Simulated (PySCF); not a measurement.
PySCF 2.14 output of an unrestricted PBE calculation on a single atom or ion in aug-cc-pVDZ, with the non-relativistic Hamiltonian (point nucleus):

```
SCF conv_tol = 1e-09
number electrons alpha = 1  beta = 0
    J. P. Perdew, K. Burke, and M. Ernzerhof.,  Phys. Rev. Lett. 77, 3865 (1996)
    J. P. Perdew, K. Burke, and M. Ernzerhof.,  Phys. Rev. Lett. 78, 1396 (1997)
    J. P. Perdew, K. Burke, and M. Ernzerhof.,  Phys. Rev. Lett. 77, 3865 (1996)
    J. P. Perdew, K. Burke, and M. Ernzerhof.,  Phys. Rev. Lett. 78, 1396 (1997)
cycle= 1 E= -0.492333314814423  delta_E= -1.69e-06  |g|= 0.000131  |ddm|= 0.0017
cycle= 2 E= -0.492333324849804  delta_E= -1e-08  |g|= 1.01e-05  |ddm|= 0.000131
cycle= 3 E= -0.492333324909883  delta_E= -6.01e-11  |g|= 1.43e-10  |ddm|= 1.1e-05
converged SCF energy = -0.492333324909883  <S^2> = 0.75  2S+1 = 2
```

The run itself started from symmetry-adapted Hartree-Fock orbitals and held the occupation by maximum overlap, on a logarithmic radial grid, so the iterations belong to that start.

Which element, charge and spin multiplicity is this?

He⁺ (helium, charge +1), multiplicity 2; the state was 2p1, 2P determinant (an excited configuration).

For one electron the Hartree and exchange-correlation energies should cancel; what remains is the self-interaction error. The outer electron is Rydberg-like, and this basis confines it to a smaller radius and binds it less than a complete one would.
